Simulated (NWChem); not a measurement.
Species: C₄H₃N₂, doublet; SMILES c1nccn[c]1

```xyz
9

C      1.3850    -0.0497     0.0000
N      0.8413     1.1242     0.0000
C     -0.5026     1.2351     0.0000
C     -1.2730     0.0598     0.0000
N     -0.7101    -1.1584     0.0000
C      0.6293    -1.2419     0.0000
H     -0.9569     2.2404     0.0000
H     -2.3760     0.1094     0.0000
H      1.0868    -2.2447     0.0000
```
Atoms are numbered in this order, from 1.

Program: NWChem. Spin-unrestricted. In the optimisation the excess spin sits in a' (Cs, its own frame). The geometry was optimised at PBE-D3(BJ)/def2-SVP, spin-unrestricted. Not confirmed as a minimum by frequencies. No stability test was run on the SCF state. Fermi-contact couplings, non-relativistic, static geometry.

Question: Predict the results for PBE0/pcJ-1. Quantities: A(iso) 13C atom 1 (MHz); A(iso) 14N atom 2 (MHz); A(iso) 13C atom 3 (MHz); A(iso) 13C atom 4 (MHz); A(iso) 13C atom 6 (MHz); A(iso) 1H atom 8 (MHz); <S²>.

Answer: 
```yaml
A(iso) 13C atom 1 (MHz): 527
A(iso) 14N atom 2 (MHz): 91.9
A(iso) 13C atom 3 (MHz): 53.4
A(iso) 13C atom 4 (MHz): -12.5
A(iso) 13C atom 6 (MHz): 72.3
A(iso) 1H atom 8 (MHz): 26.3
"<S²>": 0.758
```
